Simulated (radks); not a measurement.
Values are calculated unless marked as measured or tabulated.
Question: The gold ion Au+, 78 electrons, occupied as [Kr] 4d10 4f14 5s2 5p5.5 5d10 6d0.5 (fractional occupations, a model configuration). Level of theory: scalar-relativistic Kohn-Sham, PW91, spin-unpolarised, spherical densities, finite nucleus; Fermi nuclear charge, rms radius 5.4371 fm (a radial shooting solver on a logarithmic mesh with Libxc functionals). Some entries of the table are withheld. Estimate them.

| orbital | occ. | eigenvalue (Ry) | r(max) (bohr) | <r^2> (bohr^2) |
|---|---|---|---|---|
| 1s | 2 | (1) | 0.01042 | 0.0003933 |
| 2s | 2 | -1048.264 | 0.06018 | 0.005996 |
| 2p | 6 | -906.7191 | 0.04981 | 0.005046 |
| 3s | 2 | -248.2071 | 0.1697 | 0.03867 |
| 3p | 6 | -207.1284 | 0.1690 | 0.03974 |
| 3d | 10 | -163.1497 | 0.1376 | 0.03292 |
| 4s | 2 | -54.67361 | 0.3827 | 0.1870 |
| 4p | 6 | -41.19703 | 0.4028 | (2) |
| 4d | 10 | -24.99002 | (3) | 0.2427 |
| 5s | 2 | -8.96514 | 0.8472 | 0.9608 |
| 4f | 14 | -6.99726 | 0.3754 | 0.3008 |
| 5p | 5.5 | -5.38393 | 0.9513 | 1.291 |
| 5d | 10 | -1.42838 | 1.202 | (4) |
| 6s | 0 | -1.16495 | 2.176 | 7.254 |
| 6p | 0 | -0.63273 | 2.862 | 13.69 |
| 6d | 0.5 | -0.24857 | 6.024 | 51.08 |
| 5f | 0 | -0.12470 | 8.910 | 111.5 |

Answer: 
(1) 1s eigenvalue (Ry): -5935.929
(2) 4p <r^2> (bohr^2): 0.2136
(3) 4d r(max) (bohr): 0.4103
(4) 5d <r^2> (bohr^2): 2.732
